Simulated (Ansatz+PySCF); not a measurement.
# singlet AlCl₄(-): levels of theory in one basis

```
atom    x (Å)    y (Å)    z (Å)
  Al   0.0000   0.0000   0.0000
  Cl   1.2486   1.2486   1.2486
  Cl   1.2486  -1.2486  -1.2486
  Cl  -1.2486   1.2486  -1.2486
  Cl  -1.2486  -1.2486   1.2486
```

Basis set: def2-SVP (spherical functions). Frozen core: 25 orbitals. Charge -1, multiplicity 1.

Computed with Ansatz (development build ahead of 0.2.0); each method stands on the lowest determinant of its kind that the runs found. NEVPT2 correlates all electrons. Active spaces start from the frontier orbitals, and the lowest solution found is given.

| method | E − E(RHF) (eV) | <S²> of the determinant |
| --- | --- | --- |
| RHF | 0.00 | 0.00 |
| RHF-MP2 | -15.91 | – |
| RHF-CCSD | -17.21 | – |
| RHF-CCSD(T) | -17.51 | – |
| SC-NEVPT2(2,2) | -17.11 | – |

Task: What does CASSCF(2,2) give on the same scale?

Result: -0.22 eV.

Task: Is a single determinant a sound starting point here?

Result: By this sign, yes. Unrestricted orbitals gain 0.00 eV and <S²> is 0.00 against 0.00 for a pure state. The CASSCF(2,2) natural occupations are 1.99, 0.01.

Caution: no diffuse functions for an anion. Caution for SC-NEVPT2(2,2): other starts end on other solutions of this active space.
